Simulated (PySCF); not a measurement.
trimethylsulfonium (C3H9S), SMILES C[S+](C)C, charge +1. Coordinates come from a PBE0-D3(BJ)/def2-SVP optimisation.

Method: PBE0-D3(BJ)/def2-SVP (PySCF 2.14.0).

Harmonic wavenumbers (cm⁻¹): 169, 210, 210, 265, 265, 293, 665, 748, 748, 885, 931, 931, 1048, 1048, 1053, 1326, 1326, 1363, 1413, 1425, 1425, 1434, 1434, 1445, 3074, 3075, 3075, 3208, 3208, 3208, 3211, 3213, 3213. Rotational constants (GHz): 6.045, 6.045, 3.751; symmetry number 3.

Question: Work out the zero-point energy and the ideal-gas rigid-rotor harmonic-oscillator thermochemistry at 298.15 K and 1 atm.

Answer: ZPE = ½ Σ hcν = ½ × 50546 cm⁻¹ = 72.26 kcal/mol. H − E(el) = 76.95 kcal/mol. Entropy in cal/(mol K): translation 38.95, rotation 23.08, vibration 12.90, total 74.93. G − E(el) = 54.61 kcal/mol. Cp = 24.40 cal/(mol K).
